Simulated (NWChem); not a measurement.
System: BSiH$_{5}$O; SMILES OB[SiH3]

NWChem input:

```
start job
memory heap 200 mb stack 900 mb global 1100 mb
geometry units angstroms noautosym nocenter noautoz
  B     -0.573654    -0.768791    -0.001643
  H     -1.760466    -1.019218    -0.008992
  O      0.238005    -1.844412     0.002046
  H      1.177265    -1.628061     0.008955
  Si     0.093032     1.157974     0.000329
  H     -0.441208     1.908534     1.181947
  H     -0.361040     1.877265    -1.233548
  H      1.593482     1.234037     0.047589
end
basis spherical
  * library def2-tzvp
end
dft
  xc bhlyp
  iterations 150
end
tddft
  cis
  ecut -63.0
  nroots 6
  notriplet
end
task tddft energy
```

Structure relaxed at the PBE0/def2-SVP level.

Core excitations by TDA in a window of 1s orbitals, non-relativistic and unshifted: absolute energies depend strongly on the exact-exchange share.

Question: Give the results of this calculation. (BHandHLYP/def2-TZVP, restricted-window TDA.) Quantities: first 1s excitation (eV); dipole oscillator strength of the first; first state with f > 0.002 (eV); dipole oscillator strength of that state.

Answer: 
```
Quantity                                   Value
----------------------------------------  ------
first 1s excitation (eV)                  1822.4
dipole oscillator strength of the first   0.0017
first state with f > 0.002 (eV)           1823.4
dipole oscillator strength of that state  0.0038
```
